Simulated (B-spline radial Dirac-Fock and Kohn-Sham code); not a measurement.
## Pt⁶⁸⁺: eigenvalues, ΔSCF and the reference

System: the Pt⁶⁸⁺ ion, [He] 2s2 2p6.

The density-functional columns are spherical, spin-unpolarised Dirac-Kohn-Sham results without Breit or QED terms: −ε is minus the orbital energy of the initial state and ΔSCF the difference of two total energies. The reference in the last column comes from Dirac-Fock ΔSCF + Breit + QED. All numbers are from an atomic code on a B-spline grid, in eV; a selection of levels is shown. The Kohn-Sham columns are given as differences from the reference. For the 1s level of heavy atoms much of the gap between ΔSCF and the reference is the Breit and QED part, -406.0 eV here; for other levels the error of the functional can be larger.

```csv
level,LDA −ε − DF,LDA ΔSCF − DF,Dirac-Fock
K (1s),-255.2,+408.1,84773.5
L1 (2s),-185.3,-20.1,19833.6
L2 (2p1/2),-128.4,+73.6,19312.4
L3 (2p3/2),-146.1,+31.2,17539.0
```

For the outermost level NIST gives 17540 ± 50 eV (theoretical); the differences from it are LDA −ε -147.16, LDA ΔSCF +30.18, Dirac-Fock -1.04 eV.

Values without a named source are computed, but for edge energies of neutral atoms, which are taken from tables.
